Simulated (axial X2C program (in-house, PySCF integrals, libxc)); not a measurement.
# FTeF: properties at the nuclei

Computed with an in-house all-electron X2C program for linear molecules (integrals from PySCF): two-component X2C with atomic mean-field Coulomb and Gaunt terms, Gaussian nuclei, basis F dyall-av3z, Te dyall-v3z with contracted cores.

F–Te–F held linear, with bonds 1.985 and 1.985 Å (near the PBE0 minimum at charge 0 of the determinant lowest at the starting distance; the state shown can have its own minimum elsewhere, held linear; other orders of the atoms were not compared).

Determinant lowest in the PBE0 search, Ω = 1 (⟨Sz⟩ = 1.00, ⟨Lz⟩ = 0.00 at PBE0), spin on the atoms F 0.04, Te 0.91, F 0.04:

```json
{"level": "PBE0", "A∥/gI F (MHz)": "-28.4", "qzz F (a.u.)": "0.87", "A∥/gI Te (MHz)": "-1520", "qzz Te (a.u.)": "6.27"}
{"level": "HF", "A∥/gI F (MHz)": "-12.9", "qzz F (a.u.)": "0.92", "A∥/gI Te (MHz)": "-1930", "qzz Te (a.u.)": "7.77"}
{"level": "PBE", "A∥/gI F (MHz)": "-37.6", "qzz F (a.u.)": "0.79", "A∥/gI Te (MHz)": "-1370", "qzz Te (a.u.)": "5.89"}
```

Determinant 0.30 eV from it at PBE0 and this distance, Ω = 0 (closed shell), highest spinor 74% Te p, 21% F p:

```json
{"level": "PBE0", "qzz F (a.u.)": "0.80", "qzz Te (a.u.)": "7.24"}
{"level": "HF", "qzz F (a.u.)": "0.86", "qzz Te (a.u.)": "8.53"}
{"level": "PBE", "qzz F (a.u.)": "0.73", "qzz Te (a.u.)": "6.89"}
```

A∥ (defined per Ω) follows by multiplying with gI = μI/(I μN); qzz is the electric field gradient, eQq0 = 234.96 MHz × Q/barn × qzz. The operators were transformed with the bare-nucleus X2C matrices; with these basis sets, hyperfine constants and field gradients can be off by tens of per cent, and where levels differ in sign neither size nor sign is settled.

Q: With gI(125Te) = -1.7770 (g factors from the IAEA table of nuclear moments by Stone), turn the PBE0 values of the first state into constants in MHz.

A: A∥(125Te) = -1520 × -1.7770 = 2700 MHz.

The molecule was held linear; bending was not examined, so a bent shape may lie lower.

Each state is one determinant with collinear spin, which with several unpaired electrons need not be a pure state. Unrestricted Hartree–Fock can overshoot spin polarisation at the nuclei. A closed determinant beside an open π² or δ² triplet, such as (π1/2)², mixes with its partner pair into the 0⁺ component of the triplet and ¹Σ⁺, so its energy is not that of a level, and 0⁺ can lie lowest. With several open shells hyperfine constants can be off by a factor of several. Open-shell Ω = 0 determinants with evenly filled partner blocks cannot be reached by this program, so the Ω shown need not be the lowest component. States lie within half an eV, so the first need not be the ground state. Where a field gradient or hyperfine factor spreads by more than a factor of two over the levels, a constant derived from it is not to be relied on. PBE0 term energies can be off by some tenths of an eV.
